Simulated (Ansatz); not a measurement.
Ansatz (an electronic-structure program) input:
A basis named .json is the Basis Set Exchange file of that set.

Ansatz 0.2 input:
```yaml
crystal:
  periodic: [false, false, false]
  atoms:
    - {symbol: In, position_ang: [-0.00000000, -0.00000000, -1.75533115]}
    - {symbol: I, position_ang: [0.00000000, 0.00000000, 1.62285333]}
basis:
  gaussian:
    orbitals: def2-TZVPP
    fitting: {mean_field: def2-universal-jkfit, correlation: def2-TZVPP-RIFIT.json}
total_charge: 1
magnetization: {spin_polarized: true, initial_magnetization: 1}
correlation: {method: mp2, electrons: outside_noble_gas}
```

Problem. Predict the final energy.

Solution. -485.82656 Eh (RI-MP2/def2-TZVPP). The basis has 100 functions.
